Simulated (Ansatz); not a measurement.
`O[SiH]1C=N1`. Charge 0, multiplicity 1.

```xyz
7

O     0.3862   -1.3480    1.0825
Si   -0.2971   -0.5056   -0.1342
C     0.1918    1.0954   -0.6862
N    -0.8460    1.1572    0.0816
H     0.9306   -0.8729    1.7132
H    -1.0894   -1.4606   -0.9157
H     0.7238    1.9345   -1.1412
```

**Question.** Give the diagnostics of a CCSD(T)/def2-TZVPP run (frozen core, Ansatz 0.2.0). (Best estimate.)

**Answer.** The calculation gave: T1 = 0.0138, largest single amplitude 0.017, largest double 0.044, (T) share of the correlation energy 4.3 %, 12 CCSD cycles. The RHF solution is stable towards an unrestricted one. T1 lies under the customary mark of 0.02 for closed shells.
